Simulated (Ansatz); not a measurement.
C₃H₉ClGe, charge +1, doublet, geometry from GFN2-xTB (a state made from the parent by changing its charge; the spin is typed, not shown lowest); B3LYP/cc-pVDZ (Ansatz, a quantum-chemistry and plane-wave program).

Here is a job for Ansatz.
Ansatz 0.2 input:
```yaml
crystal:
  periodic: [false, false, false]
  atoms:
    - {symbol: C, position_ang: [-0.79832836, 1.63350543, -1.14258380]}
    - {symbol: Ge, position_ang: [-0.07027058, 0.02770126, -0.23231321]}
    - {symbol: C, position_ang: [1.63686824, -0.80349619, -1.04529117]}
    - {symbol: C, position_ang: [-1.24063450, -1.67354742, -0.27864399]}
    - {symbol: Cl, position_ang: [0.35549585, 0.40607379, 1.79514818]}
    - {symbol: H, position_ang: [-1.01299556, 1.42270273, -2.18754246]}
    - {symbol: H, position_ang: [-1.71450687, 1.95290625, -0.64724483]}
    - {symbol: H, position_ang: [-0.07725723, 2.44795046, -1.08345391]}
    - {symbol: H, position_ang: [1.96700529, -1.62399928, -0.41633254]}
    - {symbol: H, position_ang: [1.40104496, -1.13936210, -2.04979491]}
    - {symbol: H, position_ang: [2.36268877, 0.00504959, -1.05426793]}
    - {symbol: H, position_ang: [-1.35645007, -1.97312739, -1.31512114]}
    - {symbol: H, position_ang: [-2.18838683, -1.37102865, 0.15826585]}
    - {symbol: H, position_ang: [-0.76334571, -2.44955723, 0.31110930]}
basis:
  gaussian:
    orbitals: cc-pVDZ
hamiltonian:
  xc: b3lyp
total_charge: 1
magnetization: {spin_polarized: true, initial_magnetization: 1}
```

Problem. What does Ansatz print? Leave out banner, timings and long lists.

Solution. 
```
Functional definition: B3LYP
1301 factors; integrals over basis functions are off by at most 1.3e-3 eV
mean field evaluation 1: about -72271.1074 eV, gradient 6.3e1 eV
mean field evaluation 2: about -72250.8664 eV, gradient 8.2e1 eV
mean field evaluation 4: about -72290.9347 eV, gradient 1.3e1 eV
mean field evaluation 8: about -72292.0659 eV, gradient 6.9e-1 eV
mean field evaluation 16: about -72292.2272 eV, gradient 1.7e-3 eV
mean field evaluation 32: about -72291.5181 eV, gradient 9.0e-1 eV
mean field -72292.22720237 eV, -2656.6903482556 hartree, gradient 2.1e-5 eV, S^2 0.757718; 4 other end points of the search recorded, 0 dependent functions left out
reference -72292.22749738 eV, -2656.6903590969 hartree; 38, 37 occupied and 94, 95 virtual orbitals, 1301 factors
Total energy: -72292.22749738 eV, -2656.6903590969 hartree
```
